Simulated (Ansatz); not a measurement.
Mulliken charges of BFH3NSi (`FB1N[SiH2]1`) from PBE/def2-TZVPP in Ansatz (PBE0-D4/def2-TZVP geometry).

| atom | x (Å) | y (Å) | z (Å) | charge (e) |
| --- | --- | --- | --- | --- |
| F1 | -0.872 | -2.141 | 0.801 | -0.227 |
| B2 | -0.433 | -0.973 | 0.375 | 0.351 |
| N3 | 0.740 | -0.495 | -0.174 | -0.219 |
| Si4 | -0.350 | 0.892 | -0.073 | 0.056 |
| H5 | 1.656 | -0.821 | -0.445 | 0.150 |
| H6 | -0.757 | 1.488 | -1.373 | -0.056 |
| H7 | 0.077 | 1.982 | 0.843 | -0.056 |

By hand: the dipole of these point charges (1 e Å = 4.8032 D).

Σ q r = (0.151, -0.015, -0.053) e Å, of length 0.161 e Å = 0.77 D.

How does the dipole of the full density compare? (Estimate.)

Ansatz gave: (0.291, 0.127, -0.138) e Å, 1.66 D; the point charges give 0.46 times that, at 28° from its direction.

Point charges leave out the atoms' own dipoles, such as those of lone pairs, and Mulliken's split depends on the basis, so the two needn't agree.
